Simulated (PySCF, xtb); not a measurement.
CH9NSi2, SMILES C[Si@@H](N)[SiH3]. The values are those of a single conformer.

Harmonic wavenumbers (cm⁻¹) from GFN2-xTB (xtb) at its own minimum, in rising order: 24, 119, 128, 171, 182, 219, 423, 428, 449, 523, 606, 671, 723, 789, 797, 816, 825, 830, 832, 891, 1376, 1497, 1500, 1532, 2145, 2194, 2206, 2227, 3026, 3042, 3044, 3468, 3502.

### Question
What does PBE-D3(BJ)/def2-SVP (PySCF) give at its own minimum? (The exact figures need the calculation; the answer reports its results.)

### Answer
100, 119, 147, 151, 172, 247, 390, 450, 462, 501, 615, 671, 713, 781, 799, 846, 862, 889, 905, 909, 1211, 1378, 1384, 1503, 2124, 2134, 2142, 2145, 2974, 3073, 3081, 3463, 3554. Paired by order, the mean absolute difference is 40 cm⁻¹ and the zero-point energies are 58.9 and 58.5 kcal/mol.
